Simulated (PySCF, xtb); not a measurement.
Ge(H)(F)2(OMe) (CH4F2GeO), SMILES C[O][GeH]([F])[F]. The values are those of a single conformer.

Harmonic wavenumbers (cm⁻¹) from GFN2-xTB (xtb) at its own minimum, in rising order: 59, 96, 120, 166, 218, 272, 476, 518, 528, 569, 580, 1046, 1123, 1129, 1403, 1466, 1467, 2011, 2969, 2973, 3000.

**Question.** What does B3LYP-D3(BJ)/def2-SVP (PySCF) give at its own minimum? (The exact figures need the calculation; the answer reports its results.)

**Answer.** 54, 92, 149, 242, 251, 341, 659, 722, 722, 725, 734, 1108, 1170, 1193, 1467, 1470, 1479, 2250, 3010, 3089, 3123. Paired by order, the mean absolute difference is 90 cm⁻¹ and the zero-point energies are 31.7 and 34.4 kcal/mol.
